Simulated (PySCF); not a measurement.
NMR data simulated for an unnamed compound:

1H NMR (500 MHz, computed): δ 5.27 (m, 1H), 4.23 (m, 1H), 4.07 (m, 1H), 3.97 (m, 1H), 3.60 (m, 1H), 3.49 (m, 1H), 2.92 (m, 1H), 1.50 (m, 1H), 1.45 (m, 1H), 1.23 (m, 2H), 0.97 (m, 1H).

13C{1H} NMR (computed): δ 91.4 (CH), 33.1 (CH2), 2.5 (CH2).

Calculated, not measured (PySCF 2.14): GIAO PBE0/pcSseg-1 shieldings, GFN2-xTB geometry. Non-relativistic, a single conformation, isolated molecule, equivalent nuclei averaged.

δ = σ(ref) − σ, references computed at the same level: TMS for 1H, 13C.

Question: Which of these does the molecule contain: a ketone, a CH3CH2 unit, a Si–H bond, a Si–CH3 group?

Answer: 
- A ketone: no.
- A CH3CH2 unit: no.
- A Si–H bond: yes (δH 3.97 (m), 4.07 (m)).
- A Si–CH3 group: no.

The data belong to SMILES P[Si@@H]1[C@H](F)CC[SiH2][SiH2]1, C3H12FPSi3; they needn't prove each group on their own.

Carbon signals by region: 1 at 50–100 ppm, 2 below 50 ppm.

Splittings by 19F and 31P in the carbon and heteronuclear signals aren't shown, as no couplings were computed. Shifts are as computed. Against solution values, carbons near 30 ppm lie about +3 ppm off and those near 130 ppm about +5 ppm. Of 1211 compounds with measured shifts, 218 miss one by over three times the rms of a fit or turn the order of signals round; such compounds aren't used in these exercises. No couplings were computed; multiplicities are counted from neighbouring protons, with m where these are inequivalent, close in shift, in a saturated or five-membered ring or joined by F or P, and br s for small geminal =CH2 splittings.
